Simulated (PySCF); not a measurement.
p-toluenesulfonic acid, SMILES c1cc(S(O)(=O)=O)ccc1C, singlet, GFN2-xTB optimised geometry.

```
19

C     -2.38     0.32    -5.25
C     -1.64     0.34    -3.95
C     -0.31     0.77    -3.89
C      0.36     0.79    -2.68
C     -0.29     0.38    -1.54
S      0.58     0.35     0.00
O     -0.33     0.51     1.08
O      1.75     1.18    -0.06
O      1.11    -1.18     0.00
C     -1.60    -0.05    -1.57
C     -2.27    -0.07    -2.78
H     -3.11     1.14    -5.27
H     -2.92    -0.61    -5.37
H     -1.70     0.45    -6.09
H      0.19     1.09    -4.79
H      1.38     1.13    -2.61
H      2.07    -1.18     0.00
H     -2.07    -0.36    -0.65
H     -3.30    -0.41    -2.82
```

Density from PySCF with CAM-B3LYP/def2-SVP at that geometry.

Minimum of the electron density along straight lines between bonded atoms, close to the bond critical point (lines longer than 1.1 times the sum of covalent radii, or with two minima, are not listed):

```csv
bond,length / Å,ρ at the minimum / e bohr⁻³,∇²ρ there / e bohr⁻⁵,position (fraction from the first atom)
C1–C2,1.497,0.259,-0.63,0.49
C2–C3,1.391,0.312,-0.80,0.50
C3–C4,1.385,0.313,-0.81,0.50
C4–C5,1.378,0.316,-0.82,0.49
C5–S6,1.771,0.217,-0.48,0.44
S6–O7,1.425,0.298,1.69,0.39
S6–O8,1.433,0.294,1.64,0.39
S6–O9,1.624,0.210,0.22,0.39
C5–C10,1.379,0.316,-0.82,0.51
C2–C11,1.394,0.311,-0.80,0.50
C10–C11,1.383,0.314,-0.82,0.51
C1–H12,1.090,0.275,-1.02,0.63
C1–H13,1.088,0.277,-1.03,0.63
C1–H14,1.086,0.278,-1.04,0.63
C3–H15,1.080,0.284,-1.10,0.64
C4–H16,1.078,0.287,-1.14,0.65
O9–H17,0.958,0.351,-2.56,0.82
C10–H18,1.078,0.288,-1.15,0.65
C11–H19,1.080,0.284,-1.10,0.64
```
